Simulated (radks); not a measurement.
Species: Hf LVII. Configuration: [Ne] 3s2 3p4. Method: non-relativistic Kohn-Sham, MS2 meta-GGA, spin-polarised, spherical densities, point nucleus; open shells are filled with parallel spins first (spin-orbit coupling, left out, can overturn this in heavy ions); meta-GGA in the generalised Kohn-Sham scheme; relativity is left out, which matters for an element this heavy; computed with a radial shooting solver on a logarithmic mesh with Libxc functionals.

Local quantities along the radius. ELF = 1/(1 + alpha^2) is the electron localisation function; alpha = (tau - tau_W)/tau_unif compares the Pauli kinetic energy density with that of the uniform gas (summed over spins).

```
   r/bohr * ELF (the largest magnitude, 1, reaches the edge; | marks zero)
0.0009653 |                                                      *
 0.001198 |                                                      *
 0.001487 |                                                      *
  0.00186 |                                                      *
 0.002309 |                                                      *
 0.002865 |                                                      *
 0.003556 |                                                      *
 0.004449 |                                                      *
 0.005521 |                                                      *
 0.006853 |                                                      *
 0.008505 |                                                      *
  0.01056 |                                                     *
  0.01321 |                                                   *
  0.01639 |                                               *
  0.02034 |                                    *
  0.02525 |                      *
  0.03158 |                 *
   0.0392 |                      *
  0.04865 |                                   *
  0.06038 |                                           *
  0.07554 |                                            *
  0.09375 |                               *
   0.1164 |         *
   0.1444 |           *
   0.1807 |                                      *
   0.2242 |                                                *
   0.2783 |                                              *
   0.3454 |                                *
   0.4321 |     *
   0.5363 *
   0.6656 *
```

On this mesh the ELF has minima near r = 0.032, 0.13 bohr, which separate the shells, and maxima near 0.068 (0.83), 0.25 (0.88).

Self-consistent cycle (total energy in hartree, residual of the potential): 1: -11019.91606, 9e+01; 2: -11031.38330, 6e+01; 3: -11041.83902, 8e-01; 4: -11041.83992, 3e-01; 5: -11041.84017, 5e-03; 6: -11041.84017, 6e-04; 7: -11041.84017, 5e-05; 8: -11041.84017, 7e-07.
